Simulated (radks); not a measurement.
All-electron atom: Zr V in [Ar] 3d10 4s1.75 4p6 5p0.25 (fractional occupations, a model configuration). Calculated with a radial shooting solver on a logarithmic mesh with Libxc functionals: Dirac Kohn-Sham, PBEsol, spin-unpolarised, spherical densities, finite nucleus; open shells fill j = l - 1/2 first; Fermi nuclear charge, rms radius 4.2694 fm.

Normalised radial functions P(r) = r R(r) (large component), r in bohr:

r	4d3/2
0.004485	0.0001
0.006908	0.0002
0.01056	0.0005
0.01613	0.0017
0.02465	0.0052
0.03766	0.0152
0.05755	0.0417
0.08794	0.1025
0.1355	0.2164
0.207	0.3531
0.3163	0.3937
0.4833	0.1723
0.7385	-0.3112
1.128	-0.7603
1.724	-0.7843
2.656	-0.4025
4.059	-0.0880
6.202	-0.0053
9.477	0.0000

4d3/2 (empty): eigenvalue -41.981 eV, 1 radial node at r = 0.573 bohr, <r> = 1.68 bohr, 90 % of the charge inside 2.54 bohr.
